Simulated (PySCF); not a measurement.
Si(F)(SH) (FHSSi), SMILES [Si](F)S (connectivity only; charge and spin as stated), neutral, multiplicity 1. Heavy atoms are numbered as in [Si:1]([F:2])[SH:3]. Hydrogens are named by the atom that carries them.

Geometry: PBE-D3(BJ)/def2-TZVP. One conformer was computed; it need not be the lowest.

These are PBE0/pcSseg-2 in PySCF values and carry that method's errors.

GIAO shieldings, no solvent; atoms alike by connectivity are averaged. δ = σ(ref) − σ: ²⁹Si against TMS (σ = 341.9 ppm); ¹⁹F against CFCl3 (σ = 165.8 ppm); ³³S against H2S (σ = 711.3 ppm); ¹H against TMS (σ = 31.54 ppm), references at their B3LYP-D3(BJ)/def2-TZVP geometries, non-relativistic.

Computed chemical shifts:
| nucleus | atoms | count | δ (ppm) |
|---|---|---|---|
| ²⁹Si | Si1 | 1 | 258.6 |
| ¹⁹F | F2 | 1 | 24.1 |
| ³³S | S3 (SH) | 1 | 434.5 |
| ¹H | H on S3 | 1 | 3.91 |
